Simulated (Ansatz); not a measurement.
```yaml
crystal:
  periodic: [false, false, false]
  atoms:
    - {symbol: C, position_ang: [-0.596736, 1.185907, 1.803316]}
    - {symbol: Si, position_ang: [0.857620, 0.403056, 0.907185]}
    - {symbol: Al, position_ang: [0.170933, -0.737455, -1.161584]}
    - {symbol: O, position_ang: [0.910401, -1.398116, -2.548755]}
    - {symbol: Ga, position_ang: [-0.882422, -1.796015, -2.986143]}
    - {symbol: H, position_ang: [-1.344939, 0.434294, 2.063373]}
    - {symbol: H, position_ang: [-0.262538, 1.668041, 2.724609]}
    - {symbol: H, position_ang: [-1.079638, 1.941027, 1.179625]}
    - {symbol: H, position_ang: [1.520908, -0.602950, 1.787788]}
    - {symbol: H, position_ang: [1.878256, 1.438239, 0.572118]}
    - {symbol: H, position_ang: [-1.171837, -2.536039, -4.341542]}
basis:
  gaussian: {orbitals: pcseg-2}
magnetization: {spin_polarized: false, initial_magnetization: 2}
hamiltonian: {xc: {name: wB97X-V}}
accuracy: high
output: {forces: true}
```

```sh
$ ansatz run in.yaml --threads 4 --pin off --events-out ev --progress --plain --max-ram 10444MiB
```

Output, abridged:

```
Functional definition: wB97X-V
4555 factors; integrals over basis functions are off by at most 1.6e-8 eV
642 factors; integrals over basis functions are off by at most 2.3e-9 eV
mean field evaluation 1: about -70015.5669 eV, gradient 7.5e1 eV
mean field evaluation 2: about -70015.6683 eV, gradient 7.5e1 eV
mean field evaluation 4: about -70025.2803 eV, gradient 3.0e1 eV
mean field evaluation 8: about -70027.7610 eV, gradient 1.7e0 eV
mean field evaluation 16: about -70027.7867 eV, gradient 4.4e-2 eV
mean field evaluation 32: about -70027.7869 eV, gradient 1.7e-4 eV
mean field -70027.78687105 eV, -2573.4737009723 hartree, gradient 4.2e-8 eV, S^2 2.000000; 4 other end points of the search recorded, 0 dependent functions left out
reference -70027.78687104 eV, -2573.4737009721 hartree; 40, 38 occupied and 215, 217 virtual orbitals, 4555 factors
Total energy: -70027.78687104 eV, -2573.4737009721 hartree
Atom 0 at    -0.596736     1.185907     1.803316 Å, force    -0.004100    -0.004919    -0.035677 eV/Å
Atom 1 at     0.857620     0.403056     0.907185 Å, force    -0.126098    -0.040359     0.107099 eV/Å
Atom 2 at     0.170933    -0.737455    -1.161584 Å, force     0.509681     0.424394     0.633521 eV/Å
Atom 3 at     0.910401    -1.398116    -2.548755 Å, force    -0.347902    -0.037216     0.007912 eV/Å
Atom 4 at    -0.882422    -1.796015    -2.986143 Å, force     0.449921    -0.515800    -1.051035 eV/Å
Atom 5 at    -1.344939     0.434294     2.063373 Å, force    -0.002669    -0.006055     0.017724 eV/Å
Atom 6 at    -0.262538     1.668041     2.724609 Å, force     0.005310    -0.003045     0.008611 eV/Å
Atom 7 at    -1.079638     1.941027     1.179625 Å, force     0.003275     0.009696    -0.001459 eV/Å
Atom 8 at     1.520908    -0.602950     1.787788 Å, force    -0.043808     0.053225    -0.089987 eV/Å
Atom 9 at     1.878256     1.438239     0.572118 Å, force    -0.082003    -0.103106    -0.077124 eV/Å
Atom 10 at    -1.171837    -2.536039    -4.341542 Å, force    -0.361606     0.223186     0.480413 eV/Å
Dipole moment:    -0.370843     0.272905     0.511963 e Å
```

It took 2.3 min on 4 threads of an Intel Xeon Platinum 8488C on a shared host, with 3 GiB of host memory at the peak.
